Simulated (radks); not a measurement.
Species: Co X. Configuration: [Ar]. Method: scalar-relativistic Kohn-Sham, r2SCAN, spin-polarised, spherical densities, finite nucleus; meta-GGA in the generalised Kohn-Sham scheme; Fermi nuclear charge, rms radius 3.7875 fm; computed with a radial shooting solver on a logarithmic mesh with Libxc functionals.

Radial electron density D(r) = 4 pi r^2 rho(r):

```
   r/bohr * D(r) (the largest magnitude, 37.1, reaches the edge; | marks zero)
  0.00186 |*
 0.002327 |*
 0.002935 | *
 0.003672 |  *
  0.00463 |    *
 0.005793 |      *
 0.007247 |         *
  0.00914 |             *
  0.01143 |                  *
  0.01442 |                        *
  0.01804 |                               *
  0.02275 |                                      *
  0.02846 |                                            *
  0.03561 |                                               *
  0.04491 |                                               *
  0.05618 |                                            *
  0.07085 |                                       *
  0.08864 |                                      *
   0.1109 |                                          *
   0.1399 |                                                  *
    0.175 |                                                      *
   0.2207 |                                                *
   0.2761 |                                 *
   0.3454 |                    *
   0.4356 |                *
   0.5449 |                   *
   0.6872 |                   *
   0.8597 |             *
    1.084 |     *
    1.356 |*
    1.697 *
     2.14 *
```

D(r) has 3 maxima, at r = 0.0392, 0.175, 0.619 bohr, and minima at 0.0845, 0.422 bohr, inside which lie 2.11, 10.38 electrons.
